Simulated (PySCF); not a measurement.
These are PBE-D3(BJ)/def2-TZVP // r2SCAN-D4/def2-SVP (PySCF) values and carry that method's errors. Isolated molecules, 0 K electronic values unless said otherwise. One relaxed conformer stands for a flexible species; it need not be the lowest. 

Reference species: [Hf(NH2)3(H)] (neutral, multiplicity 1).

The LUMO is -0.77 eV. The HOMO comes out as -5.74 eV.

Changed species: [Hf(NH2)(H)3] (3 of 4 NH2 replaced by H; the reference has 1 of 4 NH2 replaced by H).

### Question
What does the change do to the LUMO and HOMO?

### Answer
the LUMO falls by 1.72 eV, to -2.49 eV; the HOMO falls by 0.76 eV, to -6.50 eV.
